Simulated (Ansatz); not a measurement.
Computed with Ansatz.

Basis-set series for C$_{2}$H$_{6}$F$_{2}$O$_{2}$Si (`CO[Si](F)(F)OC`). Charge 0, multiplicity 1. All single points use the PBE0-D4/def2-TZVP geometry. It is one conformer, not always the lowest.

```csv
functional,basis,functions,energy (Eh),HOMO (eV),LUMO (eV)
PBE0-D4,def2-SVP,132,-718.66307,-8.75,1.44
PBE0-D4,def2-TZVPP,312,-719.31058,-8.88,0.97
ωB97M-V,def2-SVP,132,-719.06696,-11.16,3.17
ωB97M-V,def2-TZVPP,312,-719.72723,-11.30,2.55
```

Question: Give the rows for def2-QZVPP. (Estimate.)

Answer: The calculation gave: 
```
functional       basis  functions  energy (Eh)  HOMO (eV)  LUMO (eV)
   PBE0-D4  def2-QZVPP        592   -719.34602      -8.91       0.49
   ωB97M-V  def2-QZVPP        592   -719.76070     -11.34       1.69
```

Positive LUMOs are unbound and depend on the basis.
